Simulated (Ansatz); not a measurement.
Gas-phase reaction in SMILES: C[SiH](C)[SiH3] → C[SiH](C)[SiH2-] + H+
Structures are relaxed separately at B3LYP-D3(BJ)/def2-TZVP in Ansatz (a quantum-chemistry and plane-wave program), one conformer each, not searched for the lowest.

Quantity: gas-phase deprotonation energy (electronic energy difference), in kcal/mol. Valence correlation only, unless marked. Spin-orbit coupling is left out. No relativistic terms. Anions need diffuse functions: aug- sets have them; def2-D sets add few; the other sets have none. CBS marks a two-point X^-3 extrapolation of the correlation energy; Hartree-Fock from the larger set.

```
level                                                program  gas-phase deprotonation energy (kcal/mol)
--------------------------------------------  --------------  -----------------------------------------
BHLYP-D3(BJ)/def2-TZVPD                       Ansatz + dftd3                                          …
HSE06-D3(BJ)/def2-TZVPD                       Ansatz + dftd3                                          …
CAM-B3LYP-D3(BJ)/def2-TZVPD                   Ansatz + dftd3                                          …
B2GP-PLYP-D3(BJ)/def2-TZVPD                   Ansatz + dftd3                                      370.5
B2GP-PLYP-D4/def2-TZVPD                       Ansatz + dftd4                                      370.1
RPA@PBE/cc-pV(Q+d)Z                                   Ansatz                                          …
SCS-MP2/aug-cc-pV(D+d)Z                               Ansatz                                      370.1
SCS-MP2/cc-pV(D+d)Z                                   Ansatz                                      377.2
SCS-MP2/cc-pwCVTZ                                     Ansatz                                      375.2
CCSD/cc-pV(T+d)Z                                      Ansatz                                      373.9
CCSD(T)/CBS(aug-cc-pV(T+d)Z,aug-cc-pV(Q+d)Z)          Ansatz                                      369.5
```

**Question.** Fill in the missing entries.

**Answer.** 
- BHLYP-D3(BJ)/def2-TZVPD, gas-phase deprotonation energy (kcal/mol): 374.7
- HSE06-D3(BJ)/def2-TZVPD, gas-phase deprotonation energy (kcal/mol): 368.7
- CAM-B3LYP-D3(BJ)/def2-TZVPD, gas-phase deprotonation energy (kcal/mol): 371.0
- RPA@PBE/cc-pV(Q+d)Z, gas-phase deprotonation energy (kcal/mol): 373.7
